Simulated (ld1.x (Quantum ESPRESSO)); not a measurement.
u(r) = r·R(r): atom against pseudo-atom (Re (Z = 75))

Columns: radius, all-electron u(r) and pseudo u(r) of the 6p shell (level -1.26 eV) of rhenium in the configuration [Xe] 4f14 5d5.5 6s1.5 6p0; BP86, scalar-relativistic, PAW scheme, ld1.x (Quantum ESPRESSO) 7.5.

```json
{"r (bohr)": "0.208", "all-electron": "-0.0232", "pseudo": "0.0056"}
{"r (bohr)": "0.415", "all-electron": "0.1034", "pseudo": "0.0220"}
{"r (bohr)": "0.622", "all-electron": "-0.0657", "pseudo": "0.0483"}
{"r (bohr)": "0.830", "all-electron": "-0.1823", "pseudo": "0.0833"}
{"r (bohr)": "1.038", "all-electron": "-0.1845", "pseudo": "0.1250"}
{"r (bohr)": "1.245", "all-electron": "-0.1161", "pseudo": "0.1709"}
{"r (bohr)": "1.453", "all-electron": "-0.0184", "pseudo": "0.2194"}
{"r (bohr)": "1.660", "all-electron": "0.0827", "pseudo": "0.2676"}
{"r (bohr)": "1.868", "all-electron": "0.1762", "pseudo": "0.3141"}
{"r (bohr)": "2.075", "all-electron": "0.2565", "pseudo": "0.3566"}
{"r (bohr)": "2.282", "all-electron": "0.3230", "pseudo": "0.3941"}
{"r (bohr)": "2.490", "all-electron": "0.3765", "pseudo": "0.4259"}
{"r (bohr)": "2.698", "all-electron": "0.4180", "pseudo": "0.4514"}
{"r (bohr)": "2.905", "all-electron": "0.4487", "pseudo": "0.4705"}
{"r (bohr)": "3.113", "all-electron": "0.4704", "pseudo": "0.4837"}
{"r (bohr)": "3.320", "all-electron": "0.4842", "pseudo": "0.4916"}
{"r (bohr)": "3.528", "all-electron": "0.4915", "pseudo": "0.4950"}
{"r (bohr)": "3.735", "all-electron": "0.4932", "pseudo": "0.4944"}
{"r (bohr)": "3.943", "all-electron": "0.4904", "pseudo": "0.4906"}
{"r (bohr)": "4.150", "all-electron": "0.4838", "pseudo": "0.4838"}
{"r (bohr)": "4.358", "all-electron": "0.4741", "pseudo": "0.4741"}
{"r (bohr)": "4.565", "all-electron": "0.4620", "pseudo": "0.4620"}
{"r (bohr)": "4.773", "all-electron": "0.4480", "pseudo": "0.4480"}
{"r (bohr)": "4.980", "all-electron": "0.4325", "pseudo": "0.4325"}
{"r (bohr)": "5.188", "all-electron": "0.4160", "pseudo": "0.4160"}
{"r (bohr)": "5.395", "all-electron": "0.3989", "pseudo": "0.3989"}
```

Task: How many radial nodes do the two functions have?

Result: The all-electron 6p function has n − l − 1 = 4 (the table is too coarse to show those close to the nucleus); the pseudo-wave has 0, since the states of the same l below it are removed with the core.

Task: At about which radius was the pseudo-wave matched?

Result: 4.15 bohr. The columns agree to 0.0005 from 3.94 bohr on; several derivatives are matched, so the curves merge somewhat inside the radius.

Task: Is the pseudo-wave norm-conserving?

Result: No, it belongs to a PAW set: the norm inside the radius is not constrained, and the difference is carried by the augmentation charge.
